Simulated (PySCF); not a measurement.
Compound: C4H8BFO2.
SMILES: `CB1OCC(F)CO1`

The closed-shell ground state was solved at several levels (PySCF, density fitting, gas phase, non-relativistic). Isolated species at its PBE0-D3(BJ)/def2-SVP geometry (one conformer only).

```json
{"level": "KT2/pcSseg-1", "basis functions": "176", "total energy (Eh)": "-439.1292", "HOMO (eV)": "-7.04", "LUMO (eV)": "-0.05", "gap (eV)": "6.99", "dipole (D)": "0.51"}
{"level": "B3LYP/pcJ-1", "basis functions": "296", "total energy (Eh)": "-432.5006", "HOMO (eV)": "-8.28", "LUMO (eV)": "0.68", "gap (eV)": "8.96", "dipole (D)": "0.61"}
{"level": "PBE0/pcSseg-1", "basis functions": "176", "total energy (Eh)": "-431.9611", "HOMO (eV)": "-8.53", "LUMO (eV)": "0.95", "gap (eV)": "9.48", "dipole (D)": "0.57"}
```

Q: What might PBE0/def2-SVPD (233 basis functions) give for the same quantities?

A: Total energy -431.7142 Eh, HOMO -8.59 eV, LUMO 0.24 eV, gap 8.83 eV, dipole 0.32 D.

Q: Over all these levels, which gives the widest orbital gap and which the narrowest?

A: PBE0/pcSseg-1 (global hybrid, 25 % exact exchange) has the widest, 9.48 eV, and KT2/pcSseg-1 (GGA) the narrowest, 6.99 eV. The two share the basis. From the narrowest to the widest the HOMO moves by -1.49 eV and the LUMO by +1.00 eV.

Q: How far do the dipole and the HOMO energy spread over the levels?

A: The dipole runs from 0.32 to 0.61 D (mean 0.50 D) and the HOMO from -8.59 to -7.04 eV.
